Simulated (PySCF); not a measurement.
Molecular orbitals of SeCl⁺

PBEsol at R = 2.055 Å; PySCF, spin-free X2C with a Gaussian nucleus, basis sets Se x2c-SVPall, Cl x2c-SVPall. State: ³Σ⁻ (triplet), unpaired electrons π ↑↑. Only the outer orbitals are listed, counted within each symmetry.

```
spin  orbital  occ.  ε (eV)  on Se (%)           main shells (%)
   α      10σ     1  -30.42         32          64 Cl s, 27 Se s
   α      11σ     1  -25.53         66          65 Se s, 30 Cl s
   α      12σ     1  -18.47         43          53 Cl p, 35 Se p
   α       5π     1  -17.08         36          63 Cl p, 35 Se p
   α       5π     1  -17.08         36          63 Cl p, 35 Se p
   α       6π     1  -14.14         65          64 Se p, 35 Cl p
   α       6π     1  -14.14         65          64 Se p, 35 Cl p
   α      13σ     0  -10.27         64          60 Se p, 35 Cl p
   α      14σ     0   -1.68         98          83 Se s, 12 Se d
   α       7π     0    1.55         81          81 Se d, 17 Cl d
   β      10σ     1  -29.90         27          68 Cl s, 21 Se s
   β      11σ     1  -24.39         68          68 Se s, 26 Cl s
   β      12σ     1  -17.93         43  54 Cl p, 32 Se p, 9 Se s
   β       5π     1  -16.32         23          76 Cl p, 22 Se p
   β       5π     1  -16.32         23          76 Cl p, 22 Se p
   β       6π     0  -12.69         78          78 Se p, 22 Cl p
   β       6π     0  -12.69         78          78 Se p, 22 Cl p
   β      13σ     0   -9.66         67          62 Se p, 32 Cl p
```

Question: Which are the highest filled and the lowest empty level, where do they sit, and how wide is the gap?

Answer: Highest filled α 6π at -14.14 eV (in %: 64 Se p, 35 Cl p); lowest empty β 6π at -12.69 eV (in %: 78 Se p, 22 Cl p); the gap at PBEsol is 1.45 eV. Both belong to one degenerate shell, split only by its one-sided filling, so this is no excitation gap.

The bond order (Mayer) is 1.70. The ⟨S²⟩ is 2.002 and the charge on Se (Mulliken, basis-dependent) is 0.74. The charge on Se (Löwdin, basis-dependent) is 0.62 and the dipole moment (positive dipole points towards Cl; it is taken about the centre of mass and depends on that origin) is -0.27 D.

Spin–orbit coupling is left out. The state is the lowest determinant that a PBE0 search found; another state may lie lower at other levels.
